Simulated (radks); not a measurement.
Excited configurations of the aluminium ion Al3+: one electron is placed in a higher orbital outside [He] 2s2 2p5. The ground configuration is [Ne]. All-electron calculation, Dirac Kohn-Sham, PBE, spin-unpolarised, spherical densities, finite nucleus; open shells fill j = l - 1/2 first; Fermi nuclear charge, rms radius 3.061 fm. Program: a radial shooting solver on a logarithmic mesh with Libxc functionals. Excitation = E - E(ground); binding = E(ion) - E, where the ion is the core of charge +4; n* = 4/sqrt(2 binding) in atomic units, and the quantum defect is n - n*.

outer orbital  excitation (eV)  binding (eV)     n*  quantum defect  <r> (bohr)
3p1/2                   85.436        35.539  2.475           0.525       2.103
3d3/2                   95.548        25.428  2.926           0.074       2.419
4s1/2                   99.940        21.036  3.217           0.783       3.938
4p1/2                   102.64        18.333  3.446           0.554       4.285
4f5/2                   107.39        13.587  4.003          -0.003       4.482
5p1/2                   109.82        11.160  4.417           0.583       7.189
5d3/2                   111.49         9.488  4.790           0.210       7.978
6s1/2                   112.80         8.179  5.159           0.841       10.14
6d3/2                   114.38         6.592  5.747           0.253       11.86
7s1/2                   115.17         5.801  6.126           0.874       14.34
7f5/2                   116.33         4.648  6.844           0.156       16.41

The Delta-SCF ionisation energy is 120.98 eV (NIST Atomic Spectra Database: 119.99 eV, measured). Self-interaction in the functional shifts the binding energies and quantum defects, so they are the method's values and not measured ones. Spin polarisation and multiplet splitting are left out, so open shells lie too high by an amount that depends on their filling.

Beside tabulated values, note that spin-unpolarised runs miss the spin-polarisation part of the exchange energy of open shells.
